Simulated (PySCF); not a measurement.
SnH3Cl, SMILES [Cl][SnH3]. Geometry optimised at B3LYP-D3(BJ)/def2-TZVP. The def2 effective core potentials stand for the cores of Sn; spin–orbit coupling is left out.

These are B3LYP-D3(BJ)/def2-TZVP run with PySCF values and carry that method's errors.

Harmonic wavenumbers (cm⁻¹): 358, 483, 483, 697, 701, 701, 1944, 1955, 1955. Rotational constants (GHz): 62.27, 3.185, 3.185; symmetry number 3.

### Question
Work out the zero-point energy and the ideal-gas rigid-rotor harmonic-oscillator thermochemistry at 298.15 K and 1 atm.

### Answer
ZPE = ½ Σ hcν = ½ × 9276 cm⁻¹ = 13.26 kcal/mol. H − E(el) = 16.36 kcal/mol. Entropy in cal/(mol K): translation 41.07, rotation 21.56, vibration 3.46, total 66.09. G − E(el) = -3.34 kcal/mol. Cp = 14.62 cal/(mol K).
